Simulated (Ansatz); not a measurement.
`C[SiH2]CC=S` + `[NH2][ZnH]` → `C[SiH2][NH][ZnH]` + `CC=S` at 600 K and 1 bar (ligand exchange at the Si–C bond).

Program: Ansatz. Geometries: PBE0-D4/def2-TZVP. ΔE: electronic, gas phase. CCSD(T)/CBS is the MP2 limit (def2-TZVPP, def2-QZVPP) plus CCSD(T) − MP2 in def2-TZVPP, frozen cores. For Zn outer-core shells are correlated without core-valence functions, which leaves a few kJ/mol of doubt a bond. Scalar relativity is left out up to krypton. One conformer a species, not always the lowest.

| species | CCSD(T)/CBS energy (Eh) | H − E (kJ/mol) | S (J/(mol·K)) |
| --- | --- | --- | --- |
| `C[SiH2]CC=S` | -805.81804 | 327.5 | 467.9 |
| `[NH2][ZnH]` | -1834.88092 | 113.5 | 307.4 |
| `C[SiH2][NH][ZnH]` | -2164.46335 | 263.6 | 454.8 |
| `CC=S` | -476.26007 | 176.5 | 323.6 |

H − E and S are ideal-gas, rigid-rotor, harmonic terms from PBE0-D4/def2-TZVP, for one conformer and one mirror image of each species. 1 Eh = 2625.50 kJ/mol, R = 8.31446 J/(mol·K).

Problem. By hand: ΔE, ΔH, ΔS and ΔG.

Solution. ΔE = (-2164.46335) + (-476.26007) − (-805.81804) − (-1834.88092) = -0.02446 Eh = -64.2 kJ/mol. Δ(H − E) = 263.6 + 176.5 − 327.5 − 113.5 = -0.9, so ΔH = -65.1 kJ/mol. ΔS = 454.8 + 323.6 − 467.9 − 307.4 = 3.1 J/(mol·K). ΔG = -65.1 − 600 × (3.1)/1000 = -67.0 kJ/mol.

Problem. By hand: the equilibrium constant, and the temperature at which ΔG would vanish if ΔH and ΔS stayed fixed.

Solution. log₁₀ K = −ΔG/(RT ln 10) = 5.8. ΔH and −TΔS have one sign here, so there is no such temperature.

The number of gas molecules stays the same, so ΔS is small and ΔH decides. A doubt of 5 kJ/mol in ΔE shifts log₁₀ K by 0.4 here. Other conformers and mirror images would add mixing entropy, several J/(mol·K) or more a flexible species. Modes under 60 cm⁻¹, often nearly free rotors, make the harmonic entropy too high. These are equilibria of isolated gas molecules and say nothing of rates. Largest T1 diagnostic: 0.016 (customary marks: 0.02 for closed shells, 0.045 for open ones).

ΔS is within the doubt of such terms, so its sign, and with it that verdict, could turn.
